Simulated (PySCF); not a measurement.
Ti(OPh)2Cl2, C12H10Cl2O2Ti (singlet state).
SMILES: `[Cl][Ti]([Cl])([O]c1ccccc1)[O]c1ccccc1`

Method: TDDFT wB97X-D/def2-SVPD, vertical, gas phase, core orbitals frozen in the response (PySCF 2.14.0, density-fitted response routines). Geometry: PBE0-D3(BJ)/def2-SVP; no solvent, vibrations or thermal averaging. The geometry optimisation had not met its thresholds, so the values belong to a structure short of the stationary point.

```
state  E (eV)  ν̃ (cm⁻¹)       f    main configurations (H = HOMO, L = LUMO)
   S1    3.74      30130  0.0027                      H→L (81%), H-1→L (11%)
   S2    3.76      30360  0.0006                      H-1→L (79%), H→L (11%)
   S3    4.07      32850   0.386                                 H→L+1 (89%)
   S4    4.30      34690   0.031                               H-1→L+1 (88%)
   S5    4.54      36620   0.138                               H-1→L+2 (88%)
   S6    4.61      37200   0.028                                 H→L+2 (81%)
   S7    4.72      38050  0.0039                   H→L+3 (75%), H-1→L+3 (9%)
   S8    4.74      38250   0.010                   H-1→L+3 (78%), H→L+3 (8%)
   S9    4.99      40290   0.043     H-5→L (31%), H-4→L (23%), H-2→L+1 (12%)
  S10    5.00      40310  0.0077  H-2→L+1 (31%), H-3→L+1 (10%), H-2→L+2 (9%)
  S11    5.02      40460   0.013                H-3→L+1 (34%), H-3→L+2 (10%)
  S12    5.07      40900   0.011       H-4→L (26%), H-6→L (17%), H-2→L (16%)
  S13    5.09      41070   0.010       H-6→L (29%), H-5→L (20%), H-2→L (16%)
  S14    5.14      41420  0.0022                  H-1→L+4 (67%), H→L+4 (18%)
  S15    5.17      41680   0.020                  H→L+4 (56%), H-1→L+4 (15%)
```

Triplets, Tamm–Dancoff:

```json
{"state": "T1", "E (eV)": "3.42", "λ (nm)": "362.9", "main configurations (H = HOMO, L = LUMO)": "H-1→L+1 (54%), H→L+2 (16%), H→L+1 (12%)"}
{"state": "T2", "E (eV)": "3.46", "λ (nm)": "357.8", "main configurations (H = HOMO, L = LUMO)": "H→L+1 (51%), H-1→L+2 (18%), H-1→L+1 (9%)"}
{"state": "T3", "E (eV)": "3.66", "λ (nm)": "338.9", "main configurations (H = HOMO, L = LUMO)": "H→L (53%), H-1→L (36%)"}
{"state": "T4", "E (eV)": "3.68", "λ (nm)": "336.9", "main configurations (H = HOMO, L = LUMO)": "H-1→L (52%), H→L (35%)"}
```

The lowest singlet comes at 332 nm (360 kJ/mol) in the ultraviolet; it is very weak; its leading configuration is HOMO→LUMO (81%). The most intense listed level is S3 at 4.07 eV (304 nm, f = 0.386), 0.34 eV above S1. S9/S10 lie within about 0.01 eV of each other. For S1 the Löwdin share of titanium is at most 9% in HOMO and 78% in LUMO (ligand-to-metal charge transfer by this measure); for S3 the Löwdin share of titanium is at most 9% in HOMO and 69% in LUMO+1 (ligand-to-metal charge transfer by this measure). Weighted by f, the mean energy of these states is 4.36 eV. The listed states span 1.43 eV, and the widest gap between neighbours is 0.31 eV (S2 to S3). Orbital energies (eV): HOMO-3 -9.46, HOMO-2 -9.46, HOMO-1 -8.87, HOMO -8.79, LUMO -1.18, LUMO+1 -0.98, LUMO+2 -0.57. Singlets were solved by full linear response, triplets in the Tamm–Dancoff approximation.

Hardware: an AMD EPYC 9R45 with 2 threads, shared host. Cost: 3.1 min wall, 6.8 min CPU (with the writing of density and orbital grids), 4.2 GiB resident at most.
